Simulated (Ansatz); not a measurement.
Gas-phase electronic energies from Ansatz, PBE0-D4/def2-TZVP geometries. CBS: MP2 limit from def2 TZ/QZ plus the TZ coupled-cluster correction, frozen cores. This one scheme is used for every species. DFT in def2-TZVPP. HSE06 is defined as in plane-wave codes. For Mg outer-core shells are correlated without core-valence functions, which leaves a few kJ/mol of doubt a bond. Each species was taken in one conformer, which may not be the lowest.

`C[CH2][Mg][CH3]` + H–F → `[CH3][Mg][F]` + ethane  (ligand exchange at a Mg–C bond)

```csv
level,ΔE (kJ/mol),difference from CCSD(T)/CBS
revPBE-D4,-216.4,1.6
B97M-V,-230.7,-12.7
r2SCANh-D4,-228.9,-10.9
HSE06-D4,-217.6,0.4
CAM-B3LYP-D4,-234.3,-16.3
PBE-QIDH,-222.3,-4.3
r2SCAN0,-228.8,-10.8
CAM-B3LYP,-236.9,-18.9
RPA@PBE/def2-TZVPP,-211.8,6.2
HF/def2-SVP,-260.2,-42.2
CCSD(T)/def2-SVP,-245.3,-27.3
MP2/def2-TZVPP,-221.1,-3.1
SCS-MP2/def2-TZVPP,-225.5,-7.5
CCSD/def2-TZVPP,-221.5,-3.5
HF/def2-QZVPP,-246.6,-28.6
MP2/def2-QZVPP,-222.7,-4.7
CCSD(T)/CBS,-218.0,0
```

Largest T1 diagnostic among the species: 0.010.

The D4 term adds +4.4 kJ/mol with B3LYP and +2.5 kJ/mol with PBE0; it sums over pairs of atoms, weighted by their polarisabilities, and B3LYP, whose exchange is more repulsive, gets the larger term. From BLYP to BHLYP (50 % exact exchange), in def2-TZVPP and without D4, ΔE moves by −3.5 kJ/mol. At CCSD(T), def2-SVP lies −27.3 kJ/mol from the extrapolated value and def2-TZVPP +0.4 kJ/mol.

B3LYP here is the variant with VWN-RPA as its local correlation; programs differ in this.
